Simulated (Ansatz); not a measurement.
Start from `NC(F)=[Se]` and change one atom or group to get `F[C](=[Se])[InH2]`.

Ansatz, PBE0-D4/def2-TZVP geometries, multiplicity 1. Each molecule was computed in one conformer, which needn't be the lowest.

Elements past krypton have def2 core potentials. Scalar relativity is left out up to krypton. Spin–orbit coupling is left out; it splits and shifts lone-pair levels of the heavy atoms by tenths of an eV.

```
                                      property  `NC(F)=[Se]`
zero-point energy (PBE0-D4/def2-TZVP) / kJ/mol          93.8
         HOMO–LUMO gap (B3LYP/def2-TZVPP) / eV          4.80
           LUMO energy (B3LYP/def2-TZVPP) / eV         -1.32
size of the dipole moment (PBE/def2-TZVPP) / D          4.32
             HOMO energy (PBE/def2-TZVPP) / eV         -5.21
            HOMO energy (PBE0/def2-TZVPP) / eV         -6.36
```

(1) Give the same properties after the change, and the shifts. (An estimate is asked.)

## Answers

(1) The calculation gave: 
```tsv
property	`F[C](=[Se])[InH2]`	shift
zero-point energy (PBE0-D4/def2-TZVP) / kJ/mol	51.4	-42.4
HOMO–LUMO gap (B3LYP/def2-TZVPP) / eV	4.06	-0.74
LUMO energy (B3LYP/def2-TZVPP) / eV	-2.68	-1.36
size of the dipole moment (PBE/def2-TZVPP) / D	1.00	-3.32
HOMO energy (PBE/def2-TZVPP) / eV	-5.89	-0.68
HOMO energy (PBE0/def2-TZVPP) / eV	-6.94	-0.58
```

With PBE0 the HOMO falls by 0.58 eV and the LUMO falls by 1.37 eV, so the gap narrows by about 0.79 eV. PBE moves the HOMO by -0.68 eV and ωB97M-V by -0.48 eV. Dipoles are sizes alone; their direction can turn.

B3LYP here is the variant with VWN-RPA as its local correlation; programs differ in this.
